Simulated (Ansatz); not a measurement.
`N[SiH2][InH2]` + `[AlH2][SH]` → `N[SiH2][S][AlH2]` + `[InH3]` at 700 K and 1 bar (cleavage of the Si–In bond).

Program: Ansatz. Geometries: PBE0-D4/def2-TZVP. ΔE: electronic, gas phase. CBS: MP2 limit from def2 TZ/QZ plus the TZ coupled-cluster correction, frozen cores. This one scheme is used for every species. Elements past krypton have def2 core potentials. For In outer-core shells are correlated without core-valence functions, which leaves a few kJ/mol of doubt a bond. One conformer a species, not always the lowest.

| species | CCSD(T)/CBS energy (Eh) | H − E (kJ/mol) | S (J/(mol·K)) |
| --- | --- | --- | --- |
| `N[SiH2][InH2]` | -537.19857 | 216.9 | 459.4 |
| `[AlH2][SH]` | -641.61836 | 102.7 | 330.6 |
| `N[SiH2][S][AlH2]` | -987.26936 | 239.5 | 485.2 |
| `[InH3]` | -191.56739 | 77.3 | 275.7 |

H − E and S are ideal-gas, rigid-rotor, harmonic terms from PBE0-D4/def2-TZVP, for one conformer and one mirror image of each species. 1 Eh = 2625.50 kJ/mol, R = 8.31446 J/(mol·K).

Problem. By hand: ΔE, ΔH, ΔS and ΔG.

Solution. ΔE = (-987.26936) + (-191.56739) − (-537.19857) − (-641.61836) = -0.01982 Eh = -52.0 kJ/mol. Δ(H − E) = 239.5 + 77.3 − 216.9 − 102.7 = -2.8, so ΔH = -54.8 kJ/mol. ΔS = 485.2 + 275.7 − 459.4 − 330.6 = -29.1 J/(mol·K). ΔG = -54.8 − 700 × (-29.1)/1000 = -34.4 kJ/mol.

Problem. By hand: the equilibrium constant, and the temperature at which ΔG would vanish if ΔH and ΔS stayed fixed.

Solution. log₁₀ K = −ΔG/(RT ln 10) = 2.6. ΔG = 0 at ΔH/ΔS = 1883 K.

TΔS isn't small against ΔH here. A doubt of 5 kJ/mol in ΔE shifts log₁₀ K by 0.4 here. Other conformers and mirror images would add mixing entropy, several J/(mol·K) or more a flexible species. Modes under 60 cm⁻¹, often nearly free rotors, make the harmonic entropy too high. These are equilibria of isolated gas molecules and say nothing of rates. Largest T1 diagnostic: 0.014 (customary marks: 0.02 for closed shells, 0.045 for open ones).
